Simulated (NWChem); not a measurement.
The numbers come from NWChem runs, not from measurements. System: Pb, charge 0, spin multiplicity 3. Its SCF solution wasn't tested for a lower state. Level: UPBE/def2-TZVP with def2 effective core potentials on Pb.

The NWChem input:

```
start mol
memory heap 200 mb stack 900 mb global 1100 mb
geometry units angstroms nocenter noautoz
  Pb     0.000000     0.000000     0.000000
  symmetry group D2h
end
basis spherical
  * library def2-tzvp
end
ecp
  Pb library def2-ecp
end
dft
  xc xpbe96 cpbe96
  odft
  mult 3
  semidirect memsize 60000000 filesize 0
  iterations 100
end
task dft energy
```

NWChem printed:

```
             Northwest Computational Chemistry Package (NWChem) 7.3.0
             --------------------------------------------------------

                                NWChem Input Module
                                -------------------

 Scaling coordinates for geometry "geometry" by  1.889725989
 (inverse scale =  0.529177249)

                             Geometry "geometry" -> ""
                             -------------------------

 Output coordinates in angstroms (scale by  1.889725989 to convert to a.u.)

  No.       Tag          Charge          X              Y              Z
 ---- ---------------- ---------- -------------- -------------- --------------
    1 Pb                  82.0000     0.00000000     0.00000000     0.00000000

 Effective nuclear repulsion energy (a.u.)       0.0000000000

            Nuclear Dipole moment (a.u.)
            ----------------------------
        X                 Y               Z
 ---------------- ---------------- ----------------
     0.0000000000     0.0000000000     0.0000000000

      Symmetry information
      --------------------

 Group name             D2h
 Group number             26
 Group order               8
 No. of unique centers     1

      Symmetry unique atoms

     1


 Summary of "ao basis" -> "" (spherical)
 ------------------------------------------------------------------------------
       Tag                 Description            Shells   Functions and Types
 ---------------- ------------------------------  ------  ---------------------
 *                         def2-tzvp                  on all atoms

 Summary of "ao basis" -> "ao basis" (spherical)
 ------------------------------------------------------------------------------
       Tag                 Description            Shells   Functions and Types
 ---------------- ------------------------------  ------  ---------------------
 Pb                        def2-tzvp                16       50   6s5p3d2f

 Summary of "ao basis" -> "ao basis" (spherical)
 ------------------------------------------------------------------------------
[...]
  ----- ------------  ---------------      ----- ------------  ---------------
    26      0.910244  1 Pb d  2              31      0.144321  1 Pb d  2

 Vector    9  Occ=1.000000D+00  E=-7.591156D-01  Symmetry=b1g
              MO Center= -3.8D-28, -3.2D-28, -1.1D-28, r^2= 5.6D-01
   Bfn.  Coefficient  Atom+Function         Bfn.  Coefficient  Atom+Function
  ----- ------------  ---------------      ----- ------------  ---------------
    22      0.910244  1 Pb d -2              27      0.144321  1 Pb d -2

 Vector   10  Occ=1.000000D+00  E=-4.161939D-01  Symmetry=ag
              MO Center=  8.4D-30,  8.9D-30, -3.7D-30, r^2= 1.7D+00
   Bfn.  Coefficient  Atom+Function         Bfn.  Coefficient  Atom+Function
  ----- ------------  ---------------      ----- ------------  ---------------
     5      0.863779  1 Pb s                  3     -0.711148  1 Pb s
     2      0.434394  1 Pb s                  6      0.412611  1 Pb s
     4     -0.263445  1 Pb s                  1     -0.119177  1 Pb s
    24     -0.046299  1 Pb d  0

 Vector   11  Occ=0.000000D+00  E=-1.176902D-01  Symmetry=b1u
              MO Center= -9.4D-16, -1.3D-15,  9.7D-15, r^2= 3.5D+00
   Bfn.  Coefficient  Atom+Function         Bfn.  Coefficient  Atom+Function
  ----- ------------  ---------------      ----- ------------  ---------------
    18      0.540074  1 Pb pz                12     -0.422347  1 Pb pz
    15      0.346822  1 Pb pz                21      0.307958  1 Pb pz
     9      0.087728  1 Pb pz

 Vector   12  Occ=0.000000D+00  E=-9.152320D-02  Symmetry=b2u
              MO Center= -3.1D-28,  7.0D-15, -1.6D-27, r^2= 3.7D+00
   Bfn.  Coefficient  Atom+Function         Bfn.  Coefficient  Atom+Function
  ----- ------------  ---------------      ----- ------------  ---------------
    17      0.509044  1 Pb py                11     -0.408001  1 Pb py
    20      0.354955  1 Pb py                14      0.332686  1 Pb py
     8      0.084719  1 Pb py

 Vector   13  Occ=0.000000D+00  E=-9.152320D-02  Symmetry=b3u
              MO Center=  6.6D-15,  4.4D-28,  2.3D-27, r^2= 3.7D+00
   Bfn.  Coefficient  Atom+Function         Bfn.  Coefficient  Atom+Function
  ----- ------------  ---------------      ----- ------------  ---------------
    16      0.509044  1 Pb px                10     -0.408001  1 Pb px
    19      0.354955  1 Pb px                13      0.332686  1 Pb px
     7      0.084719  1 Pb px

   alpha - beta orbital overlaps
   -----------------------------

   alpha      1      2      3      4      5      6      7      8      9     10
    beta      1      2      4      3      5      7      6      8      9     10
 overlap   1.000  1.000  1.000  1.000  1.000  1.000  1.000  1.000  1.000  0.999

   alpha     11     12     13     14     15     16     17     18     19     20
    beta     12     13     11     16     15     14     22     21     19     18
 overlap   1.000  1.000  1.000  1.000  1.000  1.000  1.000  1.000  1.000  1.000

   alpha     21     22     23     24     25     26     27     28     29     30
    beta     20     17     27     26     25     24     23     28     29     30
 overlap   0.998  0.999  1.000  1.000  1.000  1.000  0.999  1.000  1.000  1.000

   alpha     31     32     33     34     35     36     37     38     39     40
    beta     31     32     34     35     33     37     36     38     39     40
 overlap   1.000  1.000  1.000  1.000  1.000  1.000  1.000  1.000  1.000  1.000

   alpha     41     42     43     44     45     46     47     48     49     50
    beta     42     41     43     44     45     46     47     49     48     50
 overlap   1.000  1.000  1.000  1.000  1.000  1.000  1.000  1.000  1.000  1.000

     --------------------------
     Expectation value of S2:
     --------------------------
      <S2> =      2.0015 (Exact =     2.0000)

 Task  times  cpu:        1.0s     wall:        1.0s

 Total times  cpu:        1.0s     wall:        1.0s
```
